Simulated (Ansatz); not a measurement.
A search over several starts for the lowest SCF solution of CH5BrSi⁻, that is SiH2MeBr with one electron more at the given spin, in a small basis.

```yaml
crystal:
  periodic: [false, false, false]
  atoms:
    - {symbol: Si, position_ang: [0.461497, -0.626799, 0.334578]}
    - {symbol: H, position_ang: [0.449914, -0.682621, 1.815678]}
    - {symbol: H, position_ang: [1.860260, -0.692180, -0.151253]}
    - {symbol: C, position_ang: [-0.416045, 0.881475, -0.302428]}
    - {symbol: H, position_ang: [0.071794, 1.785667, 0.072996]}
    - {symbol: H, position_ang: [-1.457739, 0.890955, 0.024783]}
    - {symbol: H, position_ang: [-0.398450, 0.908137, -1.393832]}
    - {symbol: Br, position_ang: [-0.571231, -2.464633, -0.400512]}
basis:
  gaussian: {orbitals: def2-SVP}
total_charge: -1
magnetization: {spin_polarized: true, initial_magnetization: 1}
hamiltonian: {xc: pbe0, dispersion: d4}
output: {orbitals: {seedname: orbitals}}
```

```sh
$ ansatz run in.yaml --threads 4 --pin off --events-out ev --progress --plain --max-ram 3916MiB
```

Shortened log:

```
Functional definition: PBE0
875 factors; integrals over basis functions are off by at most 1.3e-3 eV
mean field evaluation 1: about -79014.5777 eV, gradient 2.1e1 eV
mean field evaluation 2: about -79013.4463 eV, gradient 2.6e1 eV
mean field evaluation 4: about -79017.0073 eV, gradient 8.2e-1 eV
mean field evaluation 8: about -79017.0831 eV, gradient 1.8e-1 eV
mean field evaluation 16: about -79017.0882 eV, gradient 7.9e-3 eV
mean field evaluation 32: about -79017.0253 eV, gradient 1.2e0 eV
mean field -79017.08820430 eV, -2903.8244318021 hartree, gradient 1.2e-5 eV, S^2 0.753238; 2 other end points of the search recorded, 0 dependent functions left out
reference -79017.08823061 eV, -2903.8244327689 hartree; 31, 30 occupied and 58, 59 virtual orbitals, 875 factors
Total energy: -79017.24178059 eV, -2903.8300756266 hartree
```

Hardware: 4 threads of Arm Neoverse V2 on a shared host. Wall time 2.6 s.

The highest occupied level of the charge -1 doublet lies above zero (up to 4.22 eV). By energy differences it is unbound by 0.97 eV (vertical, to the charge 0 singlet, at PBE0-D4/def2-TZVPD) and held by the finite basis.
